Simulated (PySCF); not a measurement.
# Continuum solvent and chemical shifts

Geometry:
| atom | x (Å) | y (Å) | z (Å) |
| --- | --- | --- | --- |
| N1 | -2.668 | 2.335 | 1.134 |
| C2 | -1.665 | 1.564 | 1.093 |
| C3 | -0.903 | 1.089 | -0.112 |
| C4 | -0.833 | -0.454 | -0.182 |
| C5 | 0.582 | -0.786 | 0.281 |
| N6 | 1.356 | 0.321 | -0.238 |
| Si7 | 3.061 | 0.286 | -0.548 |
| C8 | 0.585 | 1.531 | -0.051 |
| H9 | -2.922 | 2.626 | 0.181 |
| H10 | -1.285 | 1.180 | 2.060 |
| H11 | -1.392 | 1.496 | -1.011 |
| H12 | -0.965 | -0.780 | -1.224 |
| H13 | -1.613 | -0.941 | 0.423 |
| H14 | 0.621 | -0.850 | 1.390 |
| H15 | 0.949 | -1.747 | -0.112 |
| H16 | 3.936 | 0.495 | 0.656 |
| H17 | 3.392 | -1.053 | -1.122 |
| H18 | 3.369 | 1.379 | -1.520 |
| H19 | 0.824 | 2.277 | -0.826 |
| H20 | 0.782 | 2.015 | 0.929 |

GIAO PBE0/pcSseg-1 in PySCF on one PBE0-D3(BJ)/def2-SVP conformer, non-relativistic, equivalent nuclei averaged. Solvents enter as an IEF-PCM continuum (chloroform with ε = 4.7, methanol with ε = 32.6) around the gas-phase geometry. Shifts are referred to TMS computed in the same medium.

Gas phase, δ in ppm: C2 180.7, C3 54.1, C8 52.9, C5 51.8, C4 33.7, Si7 -54.4, H9 9.47, H10 7.44, H16/H17/H18 4.63, H19 3.28, H15 2.98, H14 2.75, H20 2.60, H11 2.15. Dipole moment 2.02 D.

Q: How does each δ change in the continuum?

A: 
```csv
atoms,environment,"Δδ, chloroform","Δδ, methanol"
C2,C=N carbon,+4.9,+6.7
C3,sp3 CH in a ring,-0.2,-0.2
C8,sp3 CH2 bonded to N,+0.4,+0.6
C5,sp3 CH2 bonded to N,+0.6,+0.8
C4,sp3 CH2 in a ring,+0.5,+0.7
Si7,"silicon bonded to N, 3 H",-0.7,-0.9
H9,hydrogen on an imine nitrogen,-0.16,-0.20
H10,hydrogen on a C=N carbon,+0.10,+0.14
H16/H17/H18,hydrogen on a silicon bonded to N,-0.05,-0.06
H19,hydrogen on an sp3 CH2 bonded to N,+0.07,+0.09
H15,hydrogen on an sp3 CH2 bonded to N,+0.06,+0.08
H14,hydrogen on an sp3 CH2 bonded to N,+0.04,+0.06
H20,hydrogen on an sp3 CH2 bonded to N,+0.04,+0.05
H11,hydrogen on an sp3 CH in a ring,+0.25,+0.36
```

Changes are relative to the gas phase. The dipole moment becomes 2.36 D in chloroform, 2.47 D in methanol.

Q: Which of the listed nuclei move most (in ppm), and what does the model miss? (N and O are left out, as their reference compounds move with the solvent too.)

A: C2 (C=N carbon, +6.7 ppm) in methanol. A continuum only polarises the solute; specific hydrogen bonds, the anisotropy of aromatic solvents and changes of geometry or conformer are outside it.
